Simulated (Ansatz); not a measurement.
Geometry optimisation, RKS PBE/def2-SVP (Ansatz).

The input (input.yaml):

```yaml
crystal:
  periodic: [false, false, false]
  atoms:
    - { symbol: O, position_ang: [-1.4444, 1.6839, 1.5893] }
    - { symbol: Si, position_ang: [-1.3204, 0.2033, 0.9577] }
    - { symbol: O, position_ang: [0.0458, 0.1495, 0.0689] }
    - { symbol: Si, position_ang: [0.72649, 0.85978, -1.31168] }
    - { symbol: S, position_ang: [2.54276, -0.02754, -1.76217] }
    - { symbol: H, position_ang: [-0.6704, 2.2525, 1.6436] }
    - { symbol: H, position_ang: [-1.2173, -0.7605, 2.0762] }
    - { symbol: H, position_ang: [-2.4298, -0.0923, 0.0805] }
    - { symbol: H, position_ang: [0.91614, 2.28131, -0.93362] }
    - { symbol: H, position_ang: [-0.26533, 0.77168, -2.42168] }
    - { symbol: H, position_ang: [3.09117, 0.15523, -0.56155] }
basis:
  gaussian: { orbitals: def2-SVP }
hamiltonian:
  xc: pbe
relax:
  f_tol: 0.015
  max_steps: 40
```

Command:

```bash
$ ansatz run input.yaml --threads 2 --pin off --max-ram 3072MiB --backend cpu --events-out ev --progress --plain --runs-dir out
```

Problem. Where does it end, and by what steps?

Solution. It converged. The force dipped under the threshold on the way, but the program's further checks kept it going. After 30 steps the energy has fallen by 0.399 eV; H6 moved furthest, 1.38 Å.

```
step  energy less start (eV)  largest force component (eV/Å)  accepted
   0                  0.0000                           1.717       yes
   2                 -0.2867                           0.460       yes
   4                 -0.3597                           0.069       yes
   6                 -0.3669                           0.523        no
   8                 -0.3748                           0.120       yes
  10                 -0.3769                           0.227       yes
  12                 -0.3852                           0.092       yes
  14                 -0.3883                           0.171       yes
  16                 -0.3900                           0.139       yes
  18                 -0.3946                           0.079       yes
  20                 -0.3963                           0.038       yes
  22                 -0.3968                           0.014       yes
  24                 -0.3973                           0.058        no
  26                 -0.3980                           0.010       yes
  28                 -0.3983                           0.030       yes
  30                 -0.3985                           0.013       yes
```

```xyz
11
Properties=species:S:1:pos:R:3
O -2.215 1.469 1.487
Si -1.109 0.311 1.003
O 0.206 1.015 0.232
Si 0.885 1.139 -1.292
S 1.952 -0.641 -1.883
H -1.918 2.053 2.206
H -0.556 -0.435 2.182
H -1.861 -0.570 0.056
H 1.808 2.318 -1.244
H -0.167 1.291 -2.353
H 2.950 -0.474 -0.969
```

Whether the end is a true minimum wasn't checked by a vibrational analysis.

Time of the run: 72 s on 2 threads of Arm Neoverse V1, on a shared host, peak memory 0.15 GiB.
